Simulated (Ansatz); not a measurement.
Species: sum formula NaOH, charge -1, multiplicity 2. 
Geometry from a B3LYP-D3(BJ)/def2-TZVP (Ansatz, a program for electronic structure) optimisation:
```xyz
3

Na    -0.6392    -0.4860    -0.5152
O      0.7116     0.5368     0.5733
H      1.3386     1.0516     1.0810
```
Charge -1, spin multiplicity 2.

Parts of the frozen-core correlation energy in def2-SVP (Ansatz, hartree). Frozen orbitals: 6; correlated occupied orbitals by spin: 5 and 4; virtual: 23 and 24. Open shells are spin-unrestricted. Spin-orbit coupling is left out. No relativistic terms.

```
term                            value
-------------------------  ----------
reference (HF)             -237.17197
MP2 opposite-spin                 [?]
MP2 same-spin                -0.05476
CCSD correlation                  [?]
(T)                               [?]
CCSDT minus CCSD(T)          -0.00029
CCSDT(Q) minus CCSD(T)       -0.00104
T1 diagnostic                   0.022
largest doubles amplitude       0.045
<S^2> of the reference          0.750
```

Question: Some entries are withheld; supply them.

Answer: 
- MP2 opposite-spin, value: -0.15211
- CCSD correlation, value: -0.21213
- (T), value: -0.00399
